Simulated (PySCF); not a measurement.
**Spinor energies of Fe (iron, neutral)**

Start: [Ar] 3d6 4s2; 3d3/2 filled at m_j = +3/2; 3d5/2 filled at m_j = -3/2, -1/2, +1/2, +3/2, +5/2. Calculated with PySCF 2.14 in x2c-TZVPall-2c (6s7p4d1f, 54 functions): generalised Hartree-Fock with the X2C-1e Hamiltonian and a Gaussian nucleus; one run each with spin-orbit coupling (SO) switched off, then screened by Boettger's factors. This is a chosen level, not necessarily the ground level.

| spinor shell | electrons | ε, spin-free (eV) | ε, screened SO (eV) | weight of nominal j (screened SO) | rms radius, screened SO (bohr) |
| --- | --- | --- | --- | --- | --- |
| 1s1/2 | 2 | -7175.3 | -7175.2 | 1.000 | 0.0675 |
| 2s1/2 | 2 | -882.71 | -882.67 | 1.000 | 0.288 |
| 2p1/2 | 2 | -748.42 | -757.37 | 0.988 | 0.259 |
| 2p3/2 | 4 | -748.42 | -744.00 | 0.994 | 0.261 |
| 3s1/2 | 2 | -115.68 | -115.67 | 1.000 | 0.870 |
| 3p3/2 | 4 | -75.065 | -74.313 | 0.830 | 0.938 |
| 3p1/2 | 2 | -75.065 | -76.565 | 0.659 | 0.934 |
| 3d5/2 | 5 | -17.346 | -18.308 | 0.588 | 1.21 |
| 3d3/2 | 1 | -17.346 | -12.533 | 0.789 | 1.35 |
| 4s1/2 | 2 | -7.165 | -7.164 | 1.000 | 3.48 |

| quantity | spin-free | screened SO |
| --- | --- | --- |
| E (hartree) | -1271.32370 | -1271.34540 |
| M_J | 4 | 4 |
| ⟨J²⟩ | 20.023 | 20.023 |
| ⟨L²⟩ | 6.006 | 6.012 |
| ⟨S²⟩ | 6.017 | 6.014 |

Each row is a mean over spinors that exchange with the open shell spreads, by up to 15.232 eV (3p3/2).

Rows whose weight is well below 1 are mixtures of j = l ± 1/2: exchange outweighs spin-orbit coupling there, and the label is only the starting occupation.

Without spin-orbit coupling the j labels of p, d and f shells carry no meaning; the spin-free column gives the mean over the occupied spinors of each nl shell.
